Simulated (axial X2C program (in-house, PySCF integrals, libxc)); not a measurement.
# How accurate are the levels of theory? Ground states of 24 molecules of atoms up to Kr

All values come from calculations with an in-house relativistic program for diatomic molecules, spin-free (one-electron X2C) or two-component (2c: spin–orbit coupling with atomic mean-field Coulomb and Gaunt terms, which also bring small scalar terms), in Dyall basis sets with cores contracted in-house; open shells are unrestricted. Triple-zeta sets; coupled cluster and MP2 as said below; coupled cluster in natural virtuals with an MP2 remainder. The sets of molecules differ from row to row, since curves that failed a check are left out, hard cases more often.

Measured values: Huber and Herzberg, Constants of Diatomic Molecules (1979). Errors are computed minus measured. MP2 and coupled cluster freeze inner shells, in many runs the outer core of a metal too (1s of Li among them), which lengthens bonds; no counterpoise correction.

Molecules: AlCl, BH, BeO, BrCl, Br₂, CS, CaS, CuF, GeS, GeSe, KH, LiBr, LiH, Li₂, MgH, MnH, NH, NO⁺, NaH, N₂, PN, P₂, SeS, S₂.

Errors of the bond length in Å:

```csv
level,molecules,mean,mean absolute,worst
HF spin-free,23,0.004,0.030,0.111 (Li₂)
PBE0 spin-free,24,0.000,0.009,0.055 (Li₂)
MP2 spin-free,22,0.014,0.020,0.082 (Li₂)
CCSD spin-free,20,0.012,0.012,0.056 (CaS)
CCSD(T) spin-free,20,0.017,0.018,0.070 (CaS)
HF 2c,19,0.005,0.031,0.112 (Li₂)
PBE0 2c,23,0.001,0.009,0.055 (Li₂)
MP2 2c,16,0.009,0.016,0.082 (Li₂)
CCSD 2c,16,0.011,0.011,0.033 (Li₂)
CCSD(T) 2c,16,0.015,0.015,0.033 (Li₂)
```

Errors of the harmonic wavenumber in per cent:

```csv
level,molecules,mean,mean absolute,worst
HF spin-free,23,6.5,7.9,19.5 (NO⁺)
PBE0 spin-free,23,1.8,2.6,6.3 (PN)
MP2 spin-free,22,-0.8,3.9,-12.2 (PN)
CCSD spin-free,20,0.7,1.6,3.7 (NO⁺)
CCSD(T) spin-free,20,-1.4,1.6,-7.1 (CaS)
HF 2c,19,5.9,7.6,19.5 (NO⁺)
PBE0 2c,22,1.8,2.6,6.3 (PN)
MP2 2c,16,0.9,2.7,-7.1 (N₂)
CCSD 2c,16,0.6,1.5,3.7 (NO⁺)
CCSD(T) 2c,16,-1.2,1.4,-3.2 (BrCl)
```

Q: Among the 2c rows with eight molecules or more, which level has the smallest mean absolute error in Re, which in ωe, and which makes bonds stiffest on average?

A: Re: PBE0 2c (0.009 Å); ωe: CCSD(T) 2c (1.4 %); stiffest: HF 2c (mean error 5.9 %). The rows hold different sets of molecules, so close figures do not rank the methods.
